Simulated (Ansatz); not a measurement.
Consider the ligand exchange at the Si–N bond: `BN([SiH3])CC` + `[OH][GeH]([OH])[OH]` → `[OH][GeH]([OH])[O][SiH3]` + `BNCC`.

Calculated with Ansatz (gas phase, PBE0-D4/def2-TZVP geometries, no zero-point term in ΔE). CBS: MP2 limit from def2 TZ/QZ plus the TZ coupled-cluster correction, frozen cores. DFT in def2-TZVPP. For Ge outer-core shells are correlated without core-valence functions, which leaves a few kJ/mol of doubt a bond. Scalar relativity is left out up to krypton. One conformer a species, not always the lowest.

Q: Is it downhill or uphill in electronic energy at CCSD(T)/CBS, and by how much? (Estimate.)

A: The calculation gave: Downhill: ΔE = -65.9 kJ/mol.

Q: What do these levels give: PBE-D4, PBE0-D4, r2SCAN, MP2/def2-TZVPP, SCS-MP2/def2-QZVPP, CCSD/CBS(def2)? (Best estimate.)

A: The calculation gave: PBE-D4 -61.5, PBE0-D4 -64.6, r2SCAN -69.6, MP2/def2-TZVPP -64.3, SCS-MP2/def2-QZVPP -68.7, CCSD/CBS(def2) -68.8 kJ/mol.

Largest T1 diagnostic among the species: 0.012.

The D4 term adds +6.1 kJ/mol with B3LYP and +3.1 kJ/mol with PBE0; it sums over pairs of atoms, weighted by their polarisabilities, and B3LYP, whose exchange is more repulsive, gets the larger term. In def2-TZVPP, CCSD(T) changes the Hartree–Fock value by +19.7 kJ/mol (the triples alone add +2.9 kJ/mol) and MP2 by +21.7 kJ/mol.

B3LYP here is the variant with VWN-RPA as its local correlation; programs differ in this.
